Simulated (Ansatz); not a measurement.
A structure relaxed at r2SCAN-D4/def2-SVP in Ansatz, charge 0, singlet:

```xyz
12

Si   -0.289    1.539   -1.565
Si    0.406   -1.877    0.223
Si    0.568   -0.183    1.817
Si   -0.969    0.013    0.058
H    -0.822    1.182   -2.917
H     1.738    0.741    1.809
H     1.474   -2.081   -0.796
H    -0.727    2.929   -1.227
H     1.205    1.499   -1.609
H    -0.223   -3.147    0.687
H     0.069   -0.493    3.188
H    -2.430   -0.123    0.331
```

Question: Give its formula.

Answer: Si₄H₈.

Question: Summarise the bond lengths by kind (pairs closer than 1.2 times the sum of covalent radii, bridged metal pairs left out).

Answer: 4 × Si–Si 2.33 to 2.34 Å; 8 × H–Si 1.49 to 1.50 Å.

Another isomer (singlet) lies 0.82 eV lower at PBE0-D4/def2-TZVP; other spin states weren't run for this one.
